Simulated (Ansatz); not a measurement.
F$_{2}$H$_{2}$HfSe$_{2}$, SMILES `[F][Hf]([F])([SeH])[SeH]`, relaxed with RKS PBE0-D4/def2-TZVP in Ansatz 0.2.0 from a GFN2-xTB geometry. The force threshold is 0.005 eV/Å; the program also tests the step.

Charge 0, multiplicity 1. Hf takes the def2 core potential.

Start:

```xyz
7

F    -0.741    1.293    0.825
Hf    0.026   -0.229    0.071
F     0.586    0.554   -1.526
Se   -1.954   -1.564   -0.587
Se    2.152   -0.501    1.314
H    -2.601   -0.406   -1.127
H     2.532    0.854    1.029
```

(1) By how much does the energy fall, and how many steps does the optimiser take? (Estimate.)

(2) Which bonds change most? (An estimate is asked.)

(3) Give the relaxed structure. (Best estimate.)

Results:

(1) The calculation gave: 15.48 kcal/mol, in 15 steps.

(2) Ansatz gave: Hf2–Se5 from 2.478 to 2.571 Å; Hf2–Se4 from 2.477 to 2.570 Å; Se4–H6 from 1.433 to 1.474 Å; Se5–H7 from 1.436 to 1.474 Å.

(3) Computed: 
```xyz
7

F    -1.185    1.628    0.598
Hf   -0.027    0.327   -0.137
F     0.971    1.004   -1.591
Se   -1.497   -1.659   -0.845
Se    1.670   -0.506    1.605
H    -2.656   -0.871   -0.386
H     2.724    0.077    0.756
```
